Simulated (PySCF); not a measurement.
Two-dimensional NMR puzzle

Compound of formula C4H9PSi. Correlations simulated from computed shifts and the bond graph:

HSQC (one-bond C–H):
| δH | δC |
| --- | --- |
| 0.22 | 1.4 |

HMBC (two and three bonds, from the bond graph):
| δH | δC |
| --- | --- |
| 0.22 | 218.2, 1.4 |

Carbons without hydrogens: δ 218.2.

Computed data (PySCF 2.14.0 with density-fitted response routines): shieldings: GIAO PBE0/pcSseg-1, GFN2-xTB geometry. Non-relativistic Hamiltonian, no solvent model, single conformer, averaged over atoms made equivalent by symmetry, fast rotation or ring inversion.

Referencing at the same level of theory: TMS for 1H (σ = 31.72 ppm) and 13C (σ = 186.93 ppm).

Exchangeable hydrogens are left out of these lists.

Question: Which molecule is this?

Answer: `InChI=1S/C4H9PSi/c1-6(2,3)4-5/h1-3H3`.

Mapped SMILES: `[CH3:1][Si:2]([CH3:3])([CH3:4])[C:5]#[P:6]` (H(Xn): hydrogen on atom n).

δC 218.2 is C5, a carbon bonded to P, Si. δC 1.4 is C1/C3/C4, a methyl carbon bonded to Si (δH 0.22). HMBC from δH 0.22 reaches the proton-free carbon C5.

The shifts were computed for this structure.

Shifts are as computed. Against solution values, carbons near 30 ppm lie about +3 ppm off and those near 130 ppm about +5 ppm. Of 1211 compounds with measured shifts, 218 miss one by over three times the rms of a fit or turn the order of signals round; such compounds aren't used in these exercises.
